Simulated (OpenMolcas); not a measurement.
**What dynamic correlation does to the levels of Co+**

```
Program             : OpenMolcas
Basis               : ANO-R1 [5s3p2d1f]
Scalar Hamiltonian  : X2C, finite nucleus
Active space        : 8 electrons in 6 orbitals (3d 4s)
State averaging     : 2S+1 = 3 even, 55 roots; 2S+1 = 5 even, 10 roots kept (CI in the orbitals of an earlier block); 2S+1 = 1 even, 33 roots kept (CI in the orbitals of an earlier block)
Spin-orbit coupling : RASSI with atomic mean-field integrals over the reference wave functions, term energies averaged over their components
```

Methods on the same reference wave functions:
A. CASSCF
B. SS-CASPT2, IPEA 0.25 Eh, imaginary shift 0.1 Eh (closed shells correlated: 3s 3p)
C. MS-CASPT2, IPEA 0.25 Eh, imaginary shift 0.1 Eh (closed shells correlated: 3s 3p)

Energies in cm-1 above 3d8 3F4, the measured ground level; measured values from NIST Handbook of Basic Atomic Spectroscopic Data.

```json
{"Level": "3d7 4s 5F5", "A": "-24101", "B": "-879", "C": "-863", "Measured": "3350"}
{"Level": "3d7 4s 5F4", "A": "-23447", "B": "-228", "C": "-212", "Measured": "4029"}
{"Level": "3d7 4s 5F3", "A": "-22929", "B": "291", "C": "307", "Measured": "4561"}
{"Level": "3d7 4s 5F2", "A": "-22545", "B": "675", "C": "690", "Measured": "4950"}
{"Level": "3d7 4s 5F1", "A": "-22292", "B": "927", "C": "943", "Measured": "5205"}
{"Level": "3d7 4s 3F4(1)", "A": "-17129", "B": "4600", "C": "4610", "Measured": ""}
{"Level": "3d7 4s 3F3(1)", "A": "-16245", "B": "5480", "C": "5490", "Measured": ""}
{"Level": "3d7 4s 3F2(1)", "A": "-15625", "B": "6090", "C": "6110", "Measured": ""}
{"Level": "3d7 4s 5P3", "A": "-5430", "B": "15330", "C": "15350", "Measured": ""}
{"Level": "3d7 4s 5P2", "A": "-5154", "B": "15560", "C": "15620", "Measured": ""}
{"Level": "3d7 4s 5P1", "A": "-4839", "B": "15900", "C": "15940", "Measured": ""}
{"Level": "3d7 4s 3G5", "A": "-3791", "B": "17710", "C": "17730", "Measured": ""}
{"Level": "3d7 4s 3G4", "A": "-3422", "B": "18070", "C": "18090", "Measured": ""}
{"Level": "3d7 4s 3G3", "A": "-3027", "B": "18470", "C": "18490", "Measured": ""}
{"Level": "3d7 4s 1G4", "A": "-83.6", "B": "20670", "C": "20680", "Measured": ""}
{"Level": "3d8 3F4", "A": "0.0", "B": "0.0", "C": "0.0", "Measured": "0.0"}
{"Level": "3d8 3F3", "A": "1037", "B": "1037", "C": "1038", "Measured": "950"}
{"Level": "3d8 3F2", "A": "1767", "B": "1751", "C": "1745", "Measured": "1597"}
{"Level": "3d7 4s 3H6", "A": "2363", "B": "24340", "C": "24360", "Measured": ""}
{"Level": "3d7 4s 3H5", "A": "2701", "B": "24650", "C": "24680", "Measured": ""}
{"Level": "3d7 4s 3H4", "A": "3099", "B": "25040", "C": "25060", "Measured": ""}
{"Level": "3d7 4s 3D3", "A": "4420", "B": "24130", "C": "24150", "Measured": ""}
{"Level": "3d7 4s 3D2", "A": "5056", "B": "24640", "C": "24730", "Measured": ""}
{"Level": "3d7 4s 1H5", "A": "6106", "B": "26710", "C": "27360", "Measured": ""}
```

A puts 3d7 4s 5F5 lowest. B puts 3d7 4s 5F5 lowest. C puts 3d7 4s 5F5 lowest.

Deviations, from unrounded energies. A percentage is the sum of absolute deviations over the sum of measured energies, with the sign that they share, or ± where signs differ.

```json
{"Against measurement": "mean absolute deviation (cm-1)", "Levels": "7", "A": "20000", "B": "3100", "C": "3100"}
{"Against measurement": "fine structure of the ground term (%)", "Levels": "2", "A": "+10.1", "B": "+9.5", "C": "+9.3"}
{"Against measurement": "other configurations (%)", "Levels": "5", "A": "-621.9", "B": "-96.4", "C": "-96.1"}
```

B, C lie about equally close to measurement and A furthest from it. The largest miss of C in the table is 3d7 4s 5F1, by -4300 cm-1. The ranking rests on the paired levels alone, and a cruder setting can come out closer through cancelling errors.

Between B and C the level of the table that moves most is 3d7 4s 1H5, by 650 cm-1 (lowest in B, highest in C). Moves below CASPT2's spread within the term are not significant.

The mean deviations of B to C differ by less than CASPT2's widest spread within a term (2900 cm-1), so their order carries little weight.

The lowest spin-free term lies below A's lowest term by 0.381 hartree in B, 0.381 hartree in C.

CASPT2 does not keep the components of a term degenerate, so their means are used; among the terms shown or strongly mixed into the levels shown the widest spread is 2900 cm-1 (3d8 3F, C). Terms from blocks run as CI alone lack orbitals of their own. The lowest computed level is not the ground level that NIST lists (3F4). A single d shell beside an s shell can misplace configurations of different d count against each other. Without dynamic correlation excited terms often stand tens of per cent too high (terms of higher spin than the ground term too low), and those without a measured partner can miss by more than the paired ones (holds for A). The CASPT2 spread within a term exceeds the gap to the next term for 3d7 4s 5F and 3d8 3F, 3d7 4s 3D and 3d7 4s 3H, so the order of their levels is uncertain, and so are names and mixing where such terms share a J (holds for C). Measured partners are found by configuration, term and J. A level has none where our copy of the source lacks it or the pairing is in doubt (some pairs that miss far off the trend of their configuration count as doubtful), and it then counts in no deviation. Only configurations of the active space appear. The table leaves out levels that lie high or whose names do not pair safely across all columns.

A number in round brackets counts repeated terms of one configuration in the order of the reference energies.
